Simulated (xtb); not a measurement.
C3H12OSi2, SMILES C[Si](C)(C)O[SiH3]. All values are semi-empirical tight-binding results from xtb (GFN2-xTB unless named), good for trends rather than for accurate numbers. Coordinates come from a GFN2-xTB optimisation. Other conformers were not sampled.

Optimised geometry:

```xyz
18

C     -1.2171    -0.4955    -1.9535
Si    -0.7726     0.0259    -0.1786
C     -1.5623    -1.1361     1.1059
C     -1.2527     1.8373     0.1568
O      0.8524    -0.1051    -0.0590
Si     2.3603    -0.0858     0.5202
H     -2.2884    -0.4468    -2.1211
H     -0.7393     0.1488    -2.6851
H     -0.8976    -1.5132    -2.1569
H     -1.2893    -0.8491     2.1172
H     -1.2357    -2.1614     0.9589
H     -2.6458    -1.1238     1.0420
H     -0.7475     2.5096    -0.5304
H     -0.9805     2.1367     1.1648
H     -2.3209     1.9939     0.0441
H      2.4182    -0.9840     1.6743
H      2.6790     1.2880     0.9116
H      3.1940    -0.5537    -0.5851
```
Charge 0, spin multiplicity 1.

The geometry has at least one imaginary mode, so it is a saddle point at that level.

```
Quantity                                         Value
---------------------------------------  -------------
point group as xtb finds it                         Cs
orbital gap                                    5.67 eV
dipole moment                                   0.64 D
static polarisability (D4 model)           100.2 bohr³
solvation energy, GFN2-xTB/ALPB(water)    0.3 kcal/mol
solvation energy, GFN2-xTB/ALPB(hexane)  -4.2 kcal/mol
```

Problem. Give the atomic charges and the Wiberg bond orders between heavy atoms. (Estimate from the structure and the level; the computed values follow.)

Solution. charges (e) C1 -0.21, Si2 0.55, C3 -0.21, C4 -0.21, O5 -0.44, Si6 0.51, H7 0.03, H8 0.04, H9 0.04, H10 0.03, H11 0.03, H12 0.03, H13 0.03, H14 0.03, H15 0.03, H16 -0.10, H17 -0.10, H18 -0.09. Bond orders C1–Si2 0.88, Si2–C3 0.88, Si2–C4 0.88, Si2–O5 1.07, O5–Si6 1.11.
